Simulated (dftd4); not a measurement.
C3H5 (SMILES [CH-]1CC1), charge -1, singlet, at a GFN2-xTB geometry; D4 for tpssh run with dftd4 4.2.0.

The dftd4 input:
```
$ dftd4 mol.xyz --func tpssh --charge -1 --json dftd4.json --noedisp --grad

# file mol.xyz
8

C     -0.01075075     0.96016996     0.09341244
C      0.75577748    -0.34450835     0.02662440
C     -0.74825136    -0.36088374     0.02184688
H     -0.01259673     1.43179750    -0.94199642
H      1.25539163    -0.74361368    -0.87634220
H      1.26166067    -0.70938769     0.92963389
H     -1.25179611    -0.73675342     0.92164993
H     -1.23331166    -0.77070990    -0.88424753
```

Q: Write the output that dftd4 gives for this input, abridged.

A: 
```
                    ____  _____ _____     ____  _  _
      -------------|  _ \|  ___|_   _|---|  _ \| || |------------
     |             | | | | |_    | | ___ | | | | || |_           |
     |             | |_| |  _|   | ||___|| |_| |__   _|          |
     |             |____/|_|     |_|     |____/   |_|            |
     |             ===================================           |
     |            E. Caldeweyher, S. Ehlert & S. Grimme          |
     |          Mulliken Center for Theoretical Chemistry        |
     |                    University of Bonn                     |
      -----------------------------------------------------------

Rational (Becke-Johnson) damping: tpssh-D4-ATM
---------------------
  s6         1.0000
  s8         1.8590
  s9         1.0000
  a1         0.4429
  a2         4.6023
 alp        16.0000
--------------------

Dispersion energy:      -6.1251804315047E-03 Eh

Gradient norm:           4.2975158456930E-04 Eh/a0
--------------------------------------------------
     #    Z           dE/dx      dE/dy      dE/dz
--------------------------------------------------
     1    6 C    -2.011E-06  1.988E-04 -4.825E-05
     2    6 C     2.235E-04 -1.326E-04 -9.343E-06
     3    6 C    -2.205E-04 -1.374E-04 -1.075E-05
     4    1 H    -3.178E-07  1.757E-05  3.983E-05
     5    1 H     5.738E-06  1.411E-05  4.121E-05
     6    1 H     5.355E-06  1.281E-05 -2.692E-05
     7    1 H    -5.461E-06  1.270E-05 -2.695E-05
     8    1 H    -6.306E-06  1.398E-05  4.118E-05
--------------------------------------------------

Virial:
--------------------------------------------------
      component           x          y          z
--------------------------------------------------
          x       6.851E-04  1.906E-06  3.282E-06
          y       1.906E-06  5.132E-04 -1.065E-05
          z       3.282E-06 -1.065E-05 -3.116E-04
--------------------------------------------------

[Info] Dispersion results written to 'dftd4.txt'
[Info] JSON dump of results written to 'dftd4.json'
```
